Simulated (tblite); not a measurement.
C₆H₄ClO₂ (doublet state).
SMILES with atom numbers: `[O:1][c:2]1[cH:3][c:4]([Cl:5])[cH:6][cH:7][c:8]1[OH:9]` (hydrogens: H10 on C3; H11 on C6; H12 on C7; H13 on O9)

Structure used (GFN2-xTB), in Å, numbered top down from 1:
```xyz
13
C6H4ClO2 angstrom
O      1.6507    1.8511    0.2851
C      0.7361    1.0204    0.1592
C     -0.6665    1.2874    0.2345
C     -1.5597    0.2660    0.0751
Cl    -3.2541    0.5782    0.1667
C     -1.1511   -1.0619   -0.1649
C      0.1901   -1.3776   -0.2456
C      1.1350   -0.3769   -0.0889
O      2.4407   -0.5781   -0.1467
H     -0.9871    2.3002    0.4180
H     -1.9000   -1.8284   -0.2838
H      0.5124   -2.3907   -0.4270
H      2.8491    0.3108    0.0006
```

Calculated harmonic vibrations of the isolated species, GFN2-xTB (tblite), most abundant isotopes, no scaling. The method is semi-empirical: single wavenumbers can be off by several per cent or more. One conformer, not necessarily the lowest. Open shells enter through the occupations alone, without spin polarisation, and single modes of such species can be off by tens of per cent.

Harmonic wavenumbers (cm⁻¹): 109.4, 178.5, 238.1, 285.7, 305.6, 339.8, 412.7, 463.7, 526.2, 576.5, 644.0, 702.7, 725.1, 784.0, 792.4, 846.6, 890.9, 894.2, 1060.8, 1109.6, 1160.9, 1199.4, 1252.5, 1322.5, 1338.0, 1452.6, 1488.8, 1539.9, 1581.6, 3083.3, 3103.3, 3113.8, 3115.9.

A = 3331, B = 889.2, C = 701.8 MHz; mass 142.990 u (most abundant isotopes); point group Cs, symmetry number 1; spin multiplicity 2.

Problem. What is the zero-point energy?

Solution. Half the sum of the wavenumbers: 18320 cm⁻¹ = 219.15 kJ/mol.

Problem. Give the ideal-gas entropy at 298.15 K and 1 bar in the rigid-rotor, harmonic-oscillator model (classical rotation).

Solution. Translation 170.75, rotation 123.12, vibration 69.05, spin (R ln 2) 5.76: S = 368.7 J/(mol K).

Problem. And Cp and H(298.15 K) − H(0)?

Solution. Cp = 128.81 J/(mol K), of which vibrations give 95.55 (their classical limit is 33 R = 274.4); H(298.15 K) − H(0) = 22.52 kJ/mol without the zero-point energy, 12.61 from vibrations.

Problem. Which modes carry the vibrational entropy at 298.15 K?

Solution. 109.4 cm⁻¹: 13.72; 178.5 cm⁻¹: 9.81; 238.1 cm⁻¹: 7.60; 285.7 cm⁻¹: 6.27; 305.6 cm⁻¹: 5.80; 339.8 cm⁻¹: 5.08 J/(mol K); the other 27 give 20.77 together.

Problem. How do the functions run with temperature in this model?

Solution. 
```csv
T (K),S (J/(mol K)),Cp (J/(mol K)),H − H(0) (kJ/mol),G − H(0) (kJ/mol),ln q(vib)
50,242.2,39.1,1.74,-10.37,0.05
100,274.3,56.1,4.10,-23.33,0.39
373.15,400.2,152.7,33.10,-116.24,4.53
500,449.7,185.3,54.64,-170.20,6.84
750,533.4,226.4,106.61,-293.45,11.33
1000,602.1,250.3,166.44,-435.65,15.52
```

q(vib) and H(0) count from the zero-point level.

Hindered rotation and anharmonicity are outside this model. Other conformers, if any are populated, would add a mixing term that is left out.
